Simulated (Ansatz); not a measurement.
Pulling on the Cd1–H2 bond in CdH4Si (SMILES [SiH3][CdH]) (multiplicity 1 held, fragments rigid). Energies count from the point at 1.699 Å.
Geometry at that point (charge 0, multiplicity 1):
| atom | x (Å) | y (Å) | z (Å) |
|---|---|---|---|
| Cd | -0.5664 | -0.3105 | -0.0798 |
| H | -2.0453 | -1.1213 | -0.2881 |
| Si | 1.6349 | 0.8963 | 0.2303 |
| H | 2.2491 | 0.5938 | 1.5500 |
| H | 1.4709 | 2.3720 | 0.1537 |
| H | 2.6257 | 0.5132 | -0.8099 |

R- and RO- levels are restricted; in cc, def2 and unpolarised 6-31G sets they are followed outwards from rest. Active spaces are followed from a long bond inwards. Levels need not reach the same state.

Frozen-core correlation.

Run with Ansatz (a first-principles code). Each number belongs to the level named beside it. In def2 rows elements past Kr take small-core potentials, without spin–orbit coupling.

Energies in eV.

| R (Å) | R-HF/def2-SVP | CASSCF(2,2)/def2-SVP | FIC-NEVPT4(SD) on CASSCF(2,2)/def2-SVP | FIC-MRCISD+Q on CASSCF(2,2)/def2-SVP |
|---|---|---|---|---|
| 1.359 | 1.27 | 1.34 | 1.08 | 1.08 |
| 1.529 | 0.28 | 0.32 | 0.20 | 0.21 |
| 1.699 | 0.00 | 0.00 | 0.00 | 0.00 |
| 1.869 | 0.10 | 0.04 | 0.13 | 0.13 |
| 2.039 | 0.39 | 0.27 | 0.42 | 0.42 |
| 2.294 | 0.98 | 0.73 | 0.97 | 0.97 |
| 2.549 | 1.61 | 1.21 | 1.50 | 1.51 |
| 2.974 | 2.59 | 1.88 | 2.20 | 2.21 |
| 3.399 | 3.43 | 2.31 | 2.61 | 2.63 |
| 3.908 | 4.25 | 2.58 | 2.84 | 2.87 |
| 4.588 | 5.06 | 2.69 | 2.93 | 2.96 |
| 5.438 | 5.76 | 2.72 | 2.96 | 2.99 |

Doubts at one or more of the structures used: a restricted determinant that unrestricted orbitals would lower (R-HF/def2-SVP).
